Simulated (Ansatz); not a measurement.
Reaction (atomization): `C[O][Cu-][NH3+]` → C• + Cu• + 6 H• + N• + O•

Calculated with Ansatz (gas phase, PBE0-D4/def2-TZVP geometries, no zero-point term in ΔE). CCSD(T)/CBS adds triple-zeta CCSD(T) − MP2 to the extrapolated MP2 energy (def2 sets, frozen cores). This one scheme is used for every species, atoms too. Functionals use def2-TZVPP. HSE06 is defined as in plane-wave codes. No spin–orbit coupling; open shells (•) take unrestricted orbitals. Spin–orbit coupling would lower the free atoms: a little for C, O. For Cu outer-core shells are correlated without core-valence functions, so the limit isn't a true one: a few kJ/mol of doubt a bond, and 10 to 20 or more in all where bonds break to atoms. Scalar relativity is left out up to krypton. One conformer a species, not always the lowest.

Q: What is ΔE at CCSD(T)/CBS? (Estimate.)

A: The calculation gave: +801.7 kcal/mol.

Q: What do these levels give: LDA (SPW92), HSE06-D4, LC-ωPBE, CCSD/def2-QZVPP, HF/CBS(def2), CCSD/CBS(def2)? (An estimate is asked.)

A: The calculation gave: LDA (SPW92) 927.7, HSE06-D4 792.6, LC-ωPBE 795.7, CCSD/def2-QZVPP 774.4, HF/CBS(def2) 535.0, CCSD/CBS(def2) 787.1 kcal/mol.

Largest T1 diagnostic among the species: 0.023, so the coupled-cluster value is less sure than usual.

Leaving LDA and LC-ωPBE aside and taking each functional with its dispersion term where it has one, the values, not all of them listed here, spread over 52.8 kcal/mol, from BHLYP-D4 to PBE-D4. LDA lies +114.1 kcal/mol from PBE without D4, its usual overbinding. From PBE to PBE0 (25 % exact exchange), in def2-TZVPP and without D4, ΔE moves by −24.2 kcal/mol: exact exchange takes away binding that semilocal exchange gives to molecules. At CCSD(T), def2-SVP lies −50.8 kcal/mol from the extrapolated value and def2-TZVPP −24.6 kcal/mol: correlation converges slowly with the basis, and small sets miss more of it in the bonded molecule than in its fragments.

For atomizations the MP2-based limit and the directly extrapolated one differ by several kJ/mol either way, and by 10 to 25 for some Ge, Se and Sn compounds, so smaller differences from it don't rank the levels.
